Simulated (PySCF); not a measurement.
TiCl₃I, SMILES [Cl][Ti]([Cl])([Cl])[I], multiplicity 1. Coordinates come from a B3LYP-D3(BJ)/def2-SVP optimisation. The spin state was assumed, not searched. The structure was generated by enumeration; whether it is a known compound was not checked. The def2 effective core potentials stand for the cores of I; spin–orbit coupling is left out.

Computed equilibrium geometry at B3LYP-D3(BJ)/def2-SVP (PySCF confirms it by a frequency run) as Cartesian coordinates in Å, and its point group:
point group C3v.
```xyz
5

Ti     0.0000     0.0000    -0.7875
Cl     1.7743     1.0244    -1.4920
Cl    -1.7743     1.0244    -1.4920
Cl     0.0000    -2.0488    -1.4920
I      0.0000     0.0000     1.7626
```
